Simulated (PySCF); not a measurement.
Compound: CH7O2PSi2.
Numbering: `[O:1]=[C:2]([OH:3])[Si@H:4]([SiH3:5])[PH2:6]` (hydrogens: H7 on O3; H8 on Si4; H9, H10, H11 on Si5; H12, H13 on P6)

Computed by this run: PBE0-D3(BJ)/def2-SVP geometry optimisation, gas phase in PySCF; density fitting, grid level 1; the optimiser is geomeTRIC in internal coordinates, started from a GFN2-xTB structure with every atom displaced at random (about 0.01 Å).

At the end of the run (lengths in Å): Si5–H10 1.495, C2–Si4 1.933, P6–H12 1.429, O1=C2 1.203, Si4–P6 2.264, P6–H13 1.431, Si4–Si5 2.341, C2–Si4–P6 108.9°, O1–C2–Si4 123.0°, O3–C2–Si4 114.1°, C2–Si4–Si5 105.9°, O1–C2–Si4–Si5 -52°, H8–Si4–C2–O1 66°, H8–Si4–P6–H12 45°.

Question: These geometries were met on the way; a selection of coordinates is given. Order them by energy above the end point, lowest first.
A. Si5–H10 1.475, C2–Si4 1.921, P6–H12 1.418, O1=C2 1.207, Si4–P6 2.254, P6–H13 1.423, Si4–Si5 2.356, C2–Si4–P6 104.0°, O1–C2–Si4 124.1°, O3–C2–Si4 113.2°, C2–Si4–Si5 107.4°, O1–C2–Si4–Si5 -67°, H8–Si4–C2–O1 53°, H8–Si4–P6–H12 40°
B. Si5–H10 1.445, C2–Si4 1.890, P6–H12 1.396, O1=C2 1.232, Si4–P6 2.237, P6–H13 1.405, Si4–Si5 2.366, C2–Si4–P6 100.0°, O1–C2–Si4 128.5°, O3–C2–Si4 109.5°, C2–Si4–Si5 109.7°, O1–C2–Si4–Si5 -68°, H8–Si4–C2–O1 54°, H8–Si4–P6–H12 39°
C. Si5–H10 1.493, C2–Si4 1.935, P6–H12 1.428, O1=C2 1.204, Si4–P6 2.264, P6–H13 1.431, Si4–Si5 2.341, C2–Si4–P6 106.1°, O1–C2–Si4 123.8°, O3–C2–Si4 113.6°, C2–Si4–Si5 106.9°, O1–C2–Si4–Si5 -67°, H8–Si4–C2–O1 52°, H8–Si4–P6–H12 41°
D. Si5–H10 1.494, C2–Si4 1.933, P6–H12 1.429, O1=C2 1.204, Si4–P6 2.264, P6–H13 1.430, Si4–Si5 2.341, C2–Si4–P6 109.0°, O1–C2–Si4 122.8°, O3–C2–Si4 114.4°, C2–Si4–Si5 106.0°, O1–C2–Si4–Si5 -55°, H8–Si4–C2–O1 64°, H8–Si4–P6–H12 45°

Answer: D (0.001 eV), C (0.012 eV), A (0.043 eV), B (0.246 eV).

```json
{"step": "10", "E above end (eV)": "0.001", "rms distance from the end, all atoms (Å)": "0.022", "largest force (eV/Å)": "0.023", "rms shift of all bonds from the end (Å)": "0.000"}
{"step": "2", "E above end (eV)": "0.012", "rms distance from the end, all atoms (Å)": "0.130", "largest force (eV/Å)": "0.141", "rms shift of all bonds from the end (Å)": "0.001"}
{"step": "1", "E above end (eV)": "0.043", "rms distance from the end, all atoms (Å)": "0.149", "largest force (eV/Å)": "0.591", "rms shift of all bonds from the end (Å)": "0.010"}
{"step": "0", "E above end (eV)": "0.246", "rms distance from the end, all atoms (Å)": "0.218", "largest force (eV/Å)": "3.087", "rms shift of all bonds from the end (Å)": "0.029"}
```

Rows stand in the order of the answer.
